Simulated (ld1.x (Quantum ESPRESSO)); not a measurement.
**Configuration tests for Ga (TM)**

* Element: gallium
* Generator: ld1.x (Quantum ESPRESSO) 7.5
* Type: norm-conserving Troullier–Martins (Kleinman–Bylander form)
* Functional: LDA (PZ)
* Relativity: scalar-relativistic
* Frozen core: [Ar]
* Valence charge: 13
* Reference configuration: 3d10 4s2 4p0 (charge +1)
* Partial waves: 4s (bound): rc 1.75 bohr; 3d (bound): rc 0.60 bohr; 4f channel at 0.35 Ry: rc 1.85 bohr; 4p (bound, empty): rc 1.55 bohr
* Local potential: the p channel
* Core correction: a·sin(br)/r model core, default radius (core density twice the valence density)

Energies are relative to the spin-unpolarised reference configuration 3d10 4s2 4p0; without spin polarisation the order of configurations can differ from experiment. Spin-polarised rows fill each open shell by Hund’s rule, majority spin first. Not all tests gave a result: 5 of 9 tests not solved or not reliable. Left out of the table: 3d10 4s2 4p1 (solver errors, printed error +0.7 meV); 3d10 4s0 4p0 (solver errors, printed error -65 meV); 3d9 4s2 4p1 (solver errors, printed error -850 meV); 3d10 4s2 4p1.3 (solver errors, printed error +1.0 meV); 3d10 4s2 4p1 (spin-polarised) (solver errors, printed error +0.9 meV).

```
        valence configuration  charge  ΔE all-electron (eV)  error AE − PS (meV)
                 3d10 4s1 4p0      +2                21.503                  -13
3d10 4s1 4p0 (spin-polarised)      +2                21.195                  -13
```

(1) What are ΔE and the potential's error for 3d10 4s1 4p1?

(2) What are ΔE and the potential's error for 3d10 4s1 4p2?

Levels in the configuration 3d10 4s1 4p0:

| level | all-electron (eV) | pseudo (eV) |
| --- | --- | --- |
| 3d | -39.736 | -39.660 |
| 4s | -26.477 | -26.502 |

Note: ghost state, extra bound levels that the all-electron valence spectrum of the same l lacks: s at -506.5 eV. A true bound ghost makes a file unfit for plane-wave use.

## Answers

(1) ΔE = 7.450 eV all-electron; the error (AE − PS) is -2.4 meV.

(2) ΔE = 0.724 eV all-electron; the error (AE − PS) is -0.4 meV.
